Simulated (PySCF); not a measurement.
How methods differ on the ionisation energy of Ba³⁰⁺

Ba³⁰⁺ [Ar] 3d8 (3F) → Ba³¹⁺ [Ar] 3d7 (4F), as a difference of total energies. Calculation: PySCF 2.14, in an even-tempered Gaussian basis (18 s from 4.4 bohr⁻², ratio 2.5; 13 p from 5.7 bohr⁻², ratio 2.5; 8 d from 5.7 bohr⁻², ratio 2.5; 4 f from 25 bohr⁻², ratio 2.7; 3 g from 38 bohr⁻², ratio 2.7); the spin-free X2C one-electron Hamiltonian (Gaussian nucleus). Correlated levels: outer shells: [Ne] frozen; virtual orbitals above 40 to 60 times the deepest correlated orbital energy dropped. The calculations carry no spin-orbit coupling.

```json
{"method": "UHF", "ionisation energy (eV)": "1869.8"}
{"method": "LDA", "ionisation energy (eV)": "1871.0"}
{"method": "PBE", "ionisation energy (eV)": "1870.7"}
{"method": "PBE0", "ionisation energy (eV)": "1871.0"}
{"method": "r2SCAN", "ionisation energy (eV)": "1871.9"}
{"method": "BHandHLYP", "ionisation energy (eV)": "1871.1"}
{"method": "r2SCANh", "ionisation energy (eV)": "1871.9"}
{"method": "MP2 (outer shells)", "ionisation energy (eV)": "1871.3"}
{"method": "SCS-MP2 (outer shells)", "ionisation energy (eV)": "1871.2"}
```

Spin-orbit coupling is strong in these open shells (close to jj coupling). The scalar numbers leave it out and a first-order estimate fails, so it can dominate the gap to the real levels.

Breit and QED terms and the two-electron picture change are absent.

For comparison: 1864 ± 4 eV (theoretical estimate listed by NIST; NIST Atomic Spectra Database, ionization energies).
